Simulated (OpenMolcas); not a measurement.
**Potential curves of H₂: spin-free states**

Calculated with OpenMolcas 26.06: state-averaged CASSCF(2,2) over H 1s, H 1s, XMS-CASPT2 (IPEA 0.25, imaginary shift 0.2 hartree), scalar X2C, ANO-RCC-VTZP, then RASSI spin–orbit state interaction with atomic mean-field integrals. C2 symmetry about the axis (a holds Σ, Δ, Γ; b holds Π, Φ, H; Σ⁺ and Σ⁻ are not told apart); roots by multiplicity and irrep: 1a 1.

XMS-CASPT2 energies in eV from the lowest point. Curves are followed by energy order within each symmetry, so they are adiabatic and may change character at avoided crossings and where g and u states cross; Σ⁺ and Σ⁻ are counted together.

| R (Å) | (1)1Σ |
| --- | --- |
| 0.642 | 0.238 |
| 0.680 | 0.088 |
| 0.713 | 0.019 |
| 0.747 | 0.000 |
| 0.784 | 0.025 |
| 0.822 | 0.088 |
| 0.874 | 0.226 |
| 0.941 | 0.460 |
| 1.046 | 0.899 |
| 1.195 | 1.574 |
| 1.419 | 2.517 |
| 1.718 | 3.466 |

Problem. With masses 1.008 and 1.008 u, fit the curves (1)1Σ near their minima.

Solution. At XMS-CASPT2, Te from the lowest curve (the fit fixes ωe to a per cent or two; the method's Re and ωe can be off by some per cent):

```tsv
curve	Te (cm⁻¹)	Re (Å)	ωe (cm⁻¹)
(1)1Σ	0	0.745	4378.6
```

g and u states are not told apart. Only roots inside an energy window near the equilibrium distance were included, so the list of states is not complete; labels number the states computed. Each spin and symmetry block has orbitals of its own, averaged over its own roots, so gaps between blocks are less sure than gaps within one and near the minimum can be off by tenths of an eV, in bad cases by more. No Rydberg orbitals are active, so Rydberg states, and σ→σ* states whose orbital the CASSCF left unused, can be missing between those listed. At stretched bonds a block can hold a wrong CASSCF solution and miss its lowest state; points past a visible jump are left out. No roots were computed in blocks 1b, 3a, 3b (none fell in the window or the block failed), so states of that kind are missing and can lie low or lowest. Points that failed a check (symmetry, reference weights, a jump) are left out.
